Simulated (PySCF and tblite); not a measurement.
The numbers below are computed, except where a source is named.
System: C₅H₁₁NO₂Si, numbered as in [CH2:1]=[CH:2][CH2:3][NH:4][SiH2:5][O:6][C:7]([CH3:8])=[O:9].

For the shift of Si5 from O6 to O9: electronic barrier 7.49 kcal/mol, zero-point change 0.27 kcal/mol, thermal and entropy terms at 400 K a further 1.05 kcal/mol (symmetry numbers apart). The minimum is C1, the saddle C1. Level: PBE0/pcSseg-1 + D3(BJ) on GFN2-xTB stationary points, with GFN2-xTB thermal terms. Rate constants are transition-state-theory values, counting equivalent paths, without tunnelling. (PySCF 2.14 with density fitting, tblite 0.8.)

How many equivalent paths lead out of the minimum?

1: the symmetry number of the minimum is 1, that of the saddle displaced along its mode 1.

Work out the rate at 400 K.

ΔG‡ = 8.81 kcal/mol; k_B T/h = 8.3×10¹² s⁻¹; exp(−ΔG‡/RT) = 1.5×10⁻⁵; times 1 gives k = 1.3×10⁸ s⁻¹. Wigner's tunnelling factor for the 223i cm⁻¹ mode would be 1.03.

DFT energies on a tight-binding saddle of a bond shift can be off by several kcal/mol.
